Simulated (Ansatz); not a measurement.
Ansatz (a program for electronic structure) input file for (3S)-3-methyloxolane (C5H10O), SMILES C[C@H]1CCOC1, r2SCAN-D4/def2-SVP. 

Ansatz 0.2 input:
```yaml
crystal:
  periodic: [false, false, false]
  atoms:
    - {symbol: C, position_ang: [-2.06996077, 0.62817246, 0.19973803]}
    - {symbol: C, position_ang: [-0.63119415, 0.48240979, -0.26741009]}
    - {symbol: C, position_ang: [0.41478465, 0.77805631, 0.81083425]}
    - {symbol: C, position_ang: [1.63572279, 0.03400415, 0.27381317]}
    - {symbol: O, position_ang: [1.14851371, -1.07856718, -0.46168366]}
    - {symbol: C, position_ang: [-0.25063488, -0.95207057, -0.65138686]}
    - {symbol: H, position_ang: [-2.26799552, 1.65648351, 0.49334599]}
    - {symbol: H, position_ang: [-2.75739667, 0.35897861, -0.59887032]}
    - {symbol: H, position_ang: [-2.26281355, -0.01823290, 1.05333827]}
    - {symbol: H, position_ang: [-0.45678121, 1.14032335, -1.12480666]}
    - {symbol: H, position_ang: [0.09576240, 0.34959715, 1.76226382]}
    - {symbol: H, position_ang: [0.60400710, 1.84050335, 0.94558441]}
    - {symbol: H, position_ang: [2.29708048, -0.33415835, 1.06310524]}
    - {symbol: H, position_ang: [2.22011238, 0.67650641, -0.40011469]}
    - {symbol: H, position_ang: [-0.48283959, -1.19305158, -1.69222225]}
    - {symbol: H, position_ang: [-0.76955131, -1.67184483, -0.00168554]}
basis:
  gaussian:
    orbitals: def2-SVP
hamiltonian:
  xc: r2scan
  dispersion: d4
relax: {f_tol: 0.002, max_steps: 200}
```

Log of the run:

```
WARN ansatz: RAYON_NUM_THREADS=1 ignored (pool sized by the plan → 1); use --threads N
Functional definition: r2SCAN
integrals: 0.08 GiB planned
1513 factors; their error is unknown
mean field: 0.49 GiB planned
mean field evaluation 1: about -7375.4108 eV, gradient 6.2e1 eV
mean field evaluation 2: about -7369.3526 eV, gradient 8.0e1 eV
mean field evaluation 4: about -7385.1608 eV, gradient 3.0e0 eV
mean field evaluation 8: about -7385.1861 eV, gradient 8.7e-2 eV
mean field evaluation 16: about -7385.1087 eV, gradient 2.3e-4 eV
mean field -7385.10869652 eV, -271.3977387908 hartree, gradient 5.9e-5 eV, S^2 0.000000; 0 other end points of the search recorded, 0 dependent functions left out
the calculation of the forces begins
reference -7385.10870736 eV, -271.3977391890 hartree; 24, 24 occupied and 110, 110 virtual orbitals, 1513 factors
relax step   1: F+E_penalty+E_count = -7385.19417661 eV  Δ(F+E_penalty+E_count) = +0.000e0 eV  max|allowed force component| = 5.435e-1 eV/Å  Δτ_max = 0.0000 Å  (28 SCF iters, accepted)
these checks for a lower state are left out or cut short: starts, cluster_reference, orbital_swaps, neighbouring_geometries, increment
integrals: 0.08 GiB planned
1513 factors; their error is unknown
mean field: 0.49 GiB planned
mean field -7385.14448008 eV, -271.3990538123 hartree, gradient 7.6e-6 eV, S^2 0.000000; 0 other end points of the search recorded, 0 dependent functions left out
the calculation of the forces begins
reference -7385.14449097 eV, -271.3990542124 hartree; 24, 24 occupied and 110, 110 virtual orbitals, 1513 factors
relax step   2: F+E_penalty+E_count = -7385.22980982 eV  Δ(F+E_penalty+E_count) = -3.563e-2 eV  max|allowed force component| = 2.448e-1 eV/Å  Δτ_max = 0.0356 Å  (31 SCF iters, accepted)
these checks for a lower state are left out or cut short: starts, cluster_reference, orbital_swaps, neighbouring_geometries, increment
integrals: 0.08 GiB planned
1513 factors; their error is unknown
mean field: 0.49 GiB planned
mean field evaluation 32: about -7385.1491 eV, gradient 7.6e-6 eV
mean field -7385.14906535 eV, -271.3992223176 hartree, gradient 7.6e-6 eV, S^2 0.000000; 0 other end points of the search recorded, 0 dependent functions left out
the calculation of the forces begins
reference -7385.14907625 eV, -271.3992227184 hartree; 24, 24 occupied and 110, 110 virtual orbitals, 1513 factors
relax step   3: F+E_penalty+E_count = -7385.23438874 eV  Δ(F+E_penalty+E_count) = -4.579e-3 eV  max|allowed force component| = 7.456e-2 eV/Å  Δτ_max = 0.0323 Å  (31 SCF iters, accepted)
these checks for a lower state are left out or cut short: starts, cluster_reference, orbital_swaps, neighbouring_geometries, increment
integrals: 0.08 GiB planned
1513 factors; their error is unknown
mean field: 0.49 GiB planned
mean field -7385.14967783 eV, -271.3992448260 hartree, gradient 7.6e-6 eV, S^2 0.000000; 0 other end points of the search recorded, 0 dependent functions left out
the calculation of the forces begins
reference -7385.14968874 eV, -271.3992452268 hartree; 24, 24 occupied and 110, 110 virtual orbitals, 1513 factors
relax step   4: F+E_penalty+E_count = -7385.23499254 eV  Δ(F+E_penalty+E_count) = -6.038e-4 eV  max|allowed force component| = 1.950e-2 eV/Å  Δτ_max = 0.0116 Å  (31 SCF iters, accepted)
these checks for a lower state are left out or cut short: starts, cluster_reference, orbital_swaps, neighbouring_geometries, increment
integrals: 0.08 GiB planned
1513 factors; their error is unknown
mean field: 0.49 GiB planned
mean field -7385.14992094 eV, -271.3992537603 hartree, gradient 7.5e-6 eV, S^2 0.000000; 0 other end points of the search recorded, 0 dependent functions left out
the calculation of the forces begins
reference -7385.14993185 eV, -271.3992541609 hartree; 24, 24 occupied and 110, 110 virtual orbitals, 1513 factors
relax step   5: F+E_penalty+E_count = -7385.23525172 eV  Δ(F+E_penalty+E_count) = -2.592e-4 eV  max|allowed force component| = 8.240e-3 eV/Å  Δτ_max = 0.0110 Å  (31 SCF iters, accepted)
these checks for a lower state are left out or cut short: starts, cluster_reference, orbital_swaps, neighbouring_geometries, increment
integrals: 0.08 GiB planned
1513 factors; their error is unknown
mean field: 0.49 GiB planned
mean field -7385.14996036 eV, -271.3992552089 hartree, gradient 7.5e-6 eV, S^2 0.000000; 0 other end points of the search recorded, 0 dependent functions left out
the calculation of the forces begins
reference -7385.14997126 eV, -271.3992556095 hartree; 24, 24 occupied and 110, 110 virtual orbitals, 1513 factors
relax step   6: F+E_penalty+E_count = -7385.23528823 eV  Δ(F+E_penalty+E_count) = -3.651e-5 eV  max|allowed force component| = 3.692e-3 eV/Å  Δτ_max = 0.0062 Å  (32 SCF iters, accepted)
these checks for a lower state are left out or cut short: starts, cluster_reference, orbital_swaps, neighbouring_geometries, increment
integrals: 0.08 GiB planned
1513 factors; their error is unknown
mean field: 0.49 GiB planned
mean field -7385.14998273 eV, -271.3992560309 hartree, gradient 7.5e-6 eV, S^2 0.000000; 0 other end points of the search recorded, 0 dependent functions left out
the calculation of the forces begins
reference -7385.14999363 eV, -271.3992564316 hartree; 24, 24 occupied and 110, 110 virtual orbitals, 1513 factors
relax step   7: F+E_penalty+E_count = -7385.23530874 eV  Δ(F+E_penalty+E_count) = -2.050e-5 eV  max|allowed force component| = 4.107e-3 eV/Å  Δτ_max = 0.0078 Å  (31 SCF iters, accepted)
these checks for a lower state are left out or cut short: starts, cluster_reference, orbital_swaps, neighbouring_geometries, increment
integrals: 0.08 GiB planned
1513 factors; their error is unknown
mean field: 0.49 GiB planned
mean field evaluation 64: about -7385.1500 eV, gradient 2.1e-4 eV
mean field -7385.14999006 eV, -271.3992563003 hartree, gradient 7.5e-6 eV, S^2 0.000000; 0 other end points of the search recorded, 0 dependent functions left out
the calculation of the forces begins
reference -7385.15000097 eV, -271.3992567010 hartree; 24, 24 occupied and 110, 110 virtual orbitals, 1513 factors
relax step   8: F+E_penalty+E_count = -7385.23531531 eV  Δ(F+E_penalty+E_count) = -6.575e-6 eV  max|allowed force component| = 2.753e-3 eV/Å  Δτ_max = 0.0039 Å  (32 SCF iters, accepted)
these checks for a lower state are left out or cut short: starts, cluster_reference, orbital_swaps, neighbouring_geometries, increment
integrals: 0.08 GiB planned
1513 factors; their error is unknown
mean field: 0.49 GiB planned
mean field -7385.14999299 eV, -271.3992564078 hartree, gradient 7.5e-6 eV, S^2 0.000000; 0 other end points of the search recorded, 0 dependent functions left out
the calculation of the forces begins
reference -7385.15000389 eV, -271.3992568085 hartree; 24, 24 occupied and 110, 110 virtual orbitals, 1513 factors
relax step   9: F+E_penalty+E_count = -7385.23531742 eV  Δ(F+E_penalty+E_count) = -2.108e-6 eV  max|allowed force component| = 1.613e-3 eV/Å  Δτ_max = 0.0028 Å  (32 SCF iters, accepted)
integrals: 0.08 GiB planned
1513 factors; their error is unknown
mean field: 0.49 GiB planned
mean field -7385.14999299 eV, -271.3992564077 hartree, gradient 2.1e-5 eV, S^2 0.000000; 1 other end points of the search recorded, 0 dependent functions left out
the calculation of the forces begins
reference -7385.15000389 eV, -271.3992568085 hartree; 24, 24 occupied and 110, 110 virtual orbitals, 1513 factors
Total energy: -7385.23532833 eV, -271.4023924237 hartree
Atom 0 at    -2.075701     0.648532     0.175136 Å, force     0.000283    -0.001002    -0.000703 eV/Å
Atom 1 at    -0.628915     0.468855    -0.254435 Å, force     0.000778     0.000473     0.000489 eV/Å
Atom 2 at     0.421693     0.749510     0.825238 Å, force     0.000976     0.001110    -0.000352 eV/Å
Atom 3 at     1.650675     0.049399     0.253310 Å, force     0.000196    -0.000746     0.000816 eV/Å
Atom 4 at     1.160538    -1.059011    -0.497568 Å, force    -0.001613     0.001257     0.000614 eV/Å
Atom 5 at    -0.249014    -0.964613    -0.633262 Å, force    -0.000715    -0.001457    -0.001114 eV/Å
Atom 6 at    -2.285618     1.693601     0.452322 Å, force     0.000421     0.000151    -0.000106 eV/Å
Atom 7 at    -2.773152     0.373408    -0.632635 Å, force    -0.000475    -0.000066    -0.000212 eV/Å
Atom 8 at    -2.306637     0.015702     1.048732 Å, force    -0.000079    -0.000173     0.000245 eV/Å
Atom 9 at    -0.417652     1.123653    -1.121849 Å, force    -0.000059     0.000181     0.000015 eV/Å
Atom 10 at     0.108762     0.276825     1.774047 Å, force     0.000618    -0.000266    -0.000023 eV/Å
Atom 11 at     0.581635     1.822309     1.016965 Å, force     0.000220     0.000303     0.000088 eV/Å
Atom 12 at     2.345292    -0.315743     1.029592 Å, force     0.000283     0.000101     0.000110 eV/Å
Atom 13 at     2.219607     0.727920    -0.414152 Å, force    -0.000464     0.000501     0.000393 eV/Å
Atom 14 at    -0.531530    -1.229889    -1.666994 Å, force    -0.000400    -0.000163    -0.000296 eV/Å
Atom 15 at    -0.753167    -1.683347     0.049398 Å, force     0.000031    -0.000204     0.000034 eV/Å
Dipole moment:    -0.215251     0.285173     0.124006 e Å
```

The calculation finished and met its thresholds.

Cost: very roughly 60 core-seconds.
